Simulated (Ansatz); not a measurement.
`BC(C)(Cl)Cl`, one more setting.

```yaml
crystal:
  periodic: [false, false, false]
  atoms:
    - {symbol: B, position_ang: [-0.788511, 1.152021, -0.121085]}
    - {symbol: C, position_ang: [-0.005438, -0.084860, -0.428404]}
    - {symbol: C, position_ang: [0.863173, -0.734398, 0.512082]}
    - {symbol: Cl, position_ang: [-1.718132, -0.646576, -0.163235]}
    - {symbol: Cl, position_ang: [0.453305, -0.382386, -2.015188]}
    - {symbol: H, position_ang: [-0.801779, 1.506385, 0.968514]}
    - {symbol: H, position_ang: [-1.202506, 1.780885, -0.979785]}
    - {symbol: H, position_ang: [1.811385, -0.292149, 0.429342]}
    - {symbol: H, position_ang: [0.958942, -1.758214, 0.314641]}
    - {symbol: H, position_ang: [0.509241, -0.589858, 1.485997]}
basis:
  gaussian: {orbitals: def2-TZVPP}
total_charge: 1
magnetization: {spin_polarized: true, initial_magnetization: 1}
hamiltonian: {xc: {name: BHLYP}}
output: {forces: true}
```

```sh
$ ansatz run in.yaml --threads 4 --pin off --events-out ev --progress --plain --max-ram 10444MiB
```

It prints (some lines left out):

```
Functional definition: BHLYP
1634 factors; their error is unknown
mean field evaluation 1: about -27855.6549 eV, gradient 4.6e1 eV
mean field evaluation 2: about -27848.8660 eV, gradient 5.8e1 eV
mean field evaluation 4: about -27865.3426 eV, gradient 2.9e0 eV
mean field evaluation 8: about -27865.4577 eV, gradient 3.6e-1 eV
mean field evaluation 16: about -27865.6307 eV, gradient 3.1e-2 eV
mean field evaluation 32: about -27865.6308 eV, gradient 3.3e-5 eV
mean field -27865.63081464 eV, -1024.0430444350 hartree, gradient 3.3e-5 eV, S^2 0.759806; 4 other end points of the search recorded, 0 dependent functions left out
reference -27865.63098889 eV, -1024.0430508387 hartree; 28, 27 occupied and 219, 220 virtual orbitals, 1634 factors
Total energy: -27865.63098889 eV, -1024.0430508387 hartree
Atom 0 at    -0.788511     1.152021    -0.121085 Å, force    -2.418835     3.120370    -0.235739 eV/Å
Atom 1 at    -0.005438    -0.084860    -0.428404 Å, force     1.101963    -4.178293    -1.221724 eV/Å
Atom 2 at     0.863173    -0.734398     0.512082 Å, force     0.839234     0.336985     0.914876 eV/Å
Atom 3 at    -1.718132    -0.646576    -0.163235 Å, force    -0.850112    -0.015838    -0.203575 eV/Å
Atom 4 at     0.453305    -0.382386    -2.015188 Å, force    -0.058774     0.798629    -0.679760 eV/Å
Atom 5 at    -0.801779     1.506385     0.968514 Å, force     0.620543     0.144136     0.938432 eV/Å
Atom 6 at    -1.202506     1.780885    -0.979785 Å, force    -0.293255     0.503718    -0.580960 eV/Å
Atom 7 at     1.811385    -0.292149     0.429342 Å, force     1.346894     0.474807     0.051561 eV/Å
Atom 8 at     0.958942    -1.758214     0.314641 Å, force     0.070930    -1.326157    -0.261186 eV/Å
Atom 9 at     0.509241    -0.589858     1.485997 Å, force    -0.358588     0.141641     1.278075 eV/Å
Dipole moment:     0.295112    -0.039030     0.053266 e Å
```

It took 16 s on 4 threads of an Arm Neoverse V1 on a shared host, with 0.98 GiB of host memory at the peak.
